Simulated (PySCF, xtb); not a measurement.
Cl2Cu, SMILES [Cl][Cu+][Cl] (connectivity only; charge and spin as stated), charge +1, multiplicity 3.

Harmonic wavenumbers (cm⁻¹) from GFN2-xTB in xtb at its own minimum, in rising order: 80, 80, 200, 359.

Question: What does B3LYP-D3(BJ)/def2-TZVP (PySCF 2.14.0) give at its own minimum? (Estimate from the structure and the level; the computed values follow.)

Answer: 64, 64, 275, 417. Paired by order, the mean absolute difference is 41 cm⁻¹ and the zero-point energies are 1.0 and 1.2 kcal/mol.
